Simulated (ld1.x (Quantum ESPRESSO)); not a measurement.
**What one change does to a pseudopotential (Ni, TM)**

- Element: Ni (Z = 28)
- Generator: ld1.x (Quantum ESPRESSO) 7.5
- Type: norm-conserving Troullier–Martins (Kleinman–Bylander form)
- Functional: PBEsol
- Relativity: scalar-relativistic
- Frozen core: [Ne] 3s2
- Valence charge: 16
- Reference configuration: 3p6 3d8 4s2 4p0
- Partial waves: 3p (bound): rc 1.15 bohr; 3d (bound): rc 1.25 bohr; 4s (bound): rc 1.55 bohr
- Local potential: the s channel
- Core correction: none

Change: all radii scaled by about 1.29 (s 2.00, p 1.48, d 1.62 bohr).

Cutoffs: the cutoffs (Ry, on a coarse ladder) from which the occupation-weighted sum of valence levels, in a spherical-Bessel basis at the reference potential, stays within 10 and 1 mRy of its value at 400 Ry; they do not see the model core or the augmentation charge, which bear on the density cutoff. Errors are all-electron minus pseudo energies relative to the spin-unpolarised reference configuration.

Problem. What does the change do?

Solution. The potential gets softer (160 Ry and 300 Ry → 110 Ry and 180 Ry); the number of tests that count goes from 7 to 6; of the 6 tests that both files solve, the error grows in 0 and shrinks in 1 by more than 15 % and 0.3 meV (median size 430.3 → 424.3 meV); neither file shows a bound ghost at the reference potential, the only one tested. A larger radius leaves more room for a smooth pseudo-wave, so fewer plane waves are needed.

| quantity | base | changed |
| --- | --- | --- |
| cutoff, loose | 160 Ry | 110 Ry |
| cutoff, tight | 300 Ry | 180 Ry |
| loose cutoff by channel (10 mRy a level) | p 70 Ry, d 140 Ry, s 25 Ry | p 70 Ry, d 90 Ry, s 8 Ry |
| bound ghosts | none | none |
| tests counted (converged, no solver errors) | 7 of 7 | 6 of 7 |
| error for 3p6 3d8 4s0 4p0, meV [ΔE 26.60 eV] | -22 | -25 |
| error for 3p6 3d7 4s0 4p0, meV [ΔE 64.03 eV] | -255 | -192 |
| error for 3p6 3d8 4s1 4p1, meV [ΔE 4.63 eV] | -606 | -656 |
| error for 3p6 3d8 4s0 4p2, meV [ΔE 9.54 eV] | -1492 | -1621 |
| error for 3p6 3d8 4s1.5 4p0, meV [ΔE 3.73 eV] | -0.8 | -1.0 |
| error for 3p6 3d7 4s2 4p1, meV [ΔE 10.58 eV] | -1102 | -1147 |

Base: These tests converged, but a pseudo level misses the all-electron one widely, so the file describes the atom poorly there or has found another state: 3p6 3d7 4s0 4p0: empty 4p by 2.9 eV. ld1.x printed “convergence not achieved” for 3 of the counted tests; their residual had stalled under 1e-8, short of the target of 1e-14. Changed file: Tests not counted: 3p6 3d8 4s1 4p0 (pseudo-atom not self-consistent, printed error -4.3 meV). These tests converged, but a pseudo level misses the all-electron one widely, so the file describes the atom poorly there or has found another state: 3p6 3d7 4s0 4p0: empty 4p by 3.0 eV. ld1.x printed “convergence not achieved” for 3 of the counted tests; their residual had stalled under 1e-8, short of the target of 1e-14.
